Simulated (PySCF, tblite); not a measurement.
Isomers of C5H17NSi2, one GFN2-xTB conformer each. Single-point energies are computed at PBE0/pcSseg-1 (PySCF, gas phase, no added dispersion term), electronic only.

```
                SMILES  GFN2-xTB relative energy (kcal/mol)
  CCC[SiH2]CN(C)[SiH3]                                  4.5
CCN(C)CC([SiH3])[SiH3]                                 17.7
CCN([SiH2][SiH3])C(C)C                                  0.0
```

Conformers: `[CH3:1][CH2:2][CH2:3][SiH2:4][CH2:5][N:6]([CH3:7])[SiH3:8]` with C1–C2–C3–Si4 -61°, C2–C3–Si4–C5 -161°, C3–Si4–C5–N6 159°, Si4–C5–N6–C7 67°; `[CH3:1][CH2:2][N:3]([CH3:4])[CH2:5][CH:6]([SiH3:7])[SiH3:8]` with C1–C2–N3–C4 69°, C2–N3–C5–C6 148°, N3–C5–C6–Si7 -159°; `[CH3:1][CH2:2][N:3]([SiH2:4][SiH3:5])[CH:6]([CH3:7])[CH3:8]` with C1–C2–N3–Si4 111°, C2–N3–Si4–Si5 -148°, C2–N3–C6–C7 112°.

What does PBE0/pcSseg-1 give for the same structures?

| SMILES | PBE0/pcSseg-1 E (Eh) | PBE0/pcSseg-1 (kcal/mol) | GFN2-xTB (kcal/mol) | point group |
| --- | --- | --- | --- | --- |
| CCN([SiH2][SiH3])C(C)C | -833.88758 | 0.0 | 0.0 | C1 |
| CCC[SiH2]CN(C)[SiH3] | -833.88411 | 2.2 | 4.5 | C1 |
| CCN(C)CC([SiH3])[SiH3] | -833.86387 | 14.9 | 17.7 | C1 |

Both levels put the same isomer lowest; measured from each level's own lowest isomer, the values differ by up to 2.8 kcal/mol (CCN(C)CC([SiH3])[SiH3]: 17.7 against 14.9). As drawn, the lowest has an Si–Si bond, which the highest lacks; the highest has an Si–C bond, which the lowest lacks. Neighbours under 2.5 kcal/mol apart (CCN([SiH2][SiH3])C(C)C and CCC[SiH2]CN(C)[SiH3]) can change places with a better method, another conformer or zero-point energy.

Which frontier levels, dipoles and rotational constants go with these structures?

| SMILES | HOMO (eV, PBE0/pcSseg-1) | LUMO (eV) | dipole (D) | A, B, C (MHz) |
| --- | --- | --- | --- | --- |
| CCN([SiH2][SiH3])C(C)C | -6.13 | 0.18 | 1.48 | 1641, 953.6, 796.9 |
| CCC[SiH2]CN(C)[SiH3] | -6.04 | 0.57 | 0.93 | 3540, 485.6, 452.5 |
| CCN(C)CC([SiH3])[SiH3] | -6.61 | 0.71 | 2.40 | 2326, 744.4, 681.1 |

What happens when harmonic zero-point energies from GFN2-xTB frequencies are added?

| SMILES | ZPE (kcal/mol) | electronic (kcal/mol) | with ZPE (kcal/mol) |
| --- | --- | --- | --- |
| CCN([SiH2][SiH3])C(C)C | 128.7 | 0.0 | 0.0 |
| CCC[SiH2]CN(C)[SiH3] | 128.2 | 2.2 | 1.6 |
| CCN(C)CC([SiH3])[SiH3] | 127.1 | 14.9 | 13.3 |

The zero-point energies span 1.6 kcal/mol. The order is unchanged.

As an exercise, what shares would exp(−E/RT) give at 1000 K from these electronic energies alone (no entropy, no degeneracies)?

RT = 1.987 kcal/mol: CCN([SiH2][SiH3])C(C)C 74.9 %, CCC[SiH2]CN(C)[SiH3] 25.0 %, CCN(C)CC([SiH3])[SiH3] under 0.1 %.
